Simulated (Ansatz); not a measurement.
Geometry optimisation, UKS PBE/6-31G* in Ansatz 0.2.0.

Input file:

```yaml
crystal:
  periodic: [false, false, false]
  atoms:
    - { symbol: S, position_ang: [-0.2029, 2.1916, 0.3012] }
    - { symbol: C, position_ang: [-0.4675, 0.6274, -0.5559] }
    - { symbol: O, position_ang: [-1.2138, -0.3225, 0.2418] }
    - { symbol: C, position_ang: [-0.0001, -1.0578, 0.8004] }
    - { symbol: Si, position_ang: [1.0297, -0.5051, -0.5993] }
    - { symbol: H, position_ang: [-1.5485, 2.463, 0.5549] }
    - { symbol: H, position_ang: [-0.9123, 0.7351, -1.531] }
    - { symbol: H, position_ang: [-0.2444, -2.1236, 0.8219] }
    - { symbol: H, position_ang: [0.1896, -0.7072, 1.851] }
    - { symbol: H, position_ang: [1.1032, -1.4288, -1.7209] }
    - { symbol: H, position_ang: [2.3324, 0.0709, -0.1434] }
magnetization:
  spin_polarized: true
basis:
  gaussian: { orbitals: "6-31G*" }
hamiltonian:
  xc: pbe
relax:
  f_tol: 0.02
  max_steps: 50
output:
  orbitals: {}
```

Launched with:

```bash
$ ansatz run input.yaml --threads 2 --pin off --max-ram 3072MiB --backend cpu --events-out ev --progress --plain --runs-dir out
```

Question: Where does it end, and by what steps?

Answer: The forces met the threshold. After 6 steps the energy has fallen by 0.391 eV; H6 moved furthest, 0.20 Å.

```csv
step,energy less start (eV),largest force component (eV/Å),accepted
0,0.0000,1.986,yes
1,-0.3341,1.008,yes
2,-0.3800,0.448,yes
3,-0.3310,0.962,no
4,-0.3908,0.054,yes
5,-0.3912,0.030,yes
6,-0.3914,0.011,yes
```

```xyz
11
Properties=species:S:1:pos:R:3
S -0.202 2.229 0.308
C -0.491 0.612 -0.542
O -1.167 -0.386 0.254
C -0.058 -1.148 0.839
Si 1.090 -0.480 -0.542
H -1.512 2.591 0.410
H -1.071 0.789 -1.461
H -0.324 -2.217 0.871
H 0.173 -0.798 1.862
H 1.197 -1.373 -1.743
H 2.431 0.123 -0.235
```

Time of the run: 21 s on 2 threads of Intel(R) Xeon(R) Platinum 8488C (Sapphire Rapids), on a shared host, peak memory 0.2 GiB.
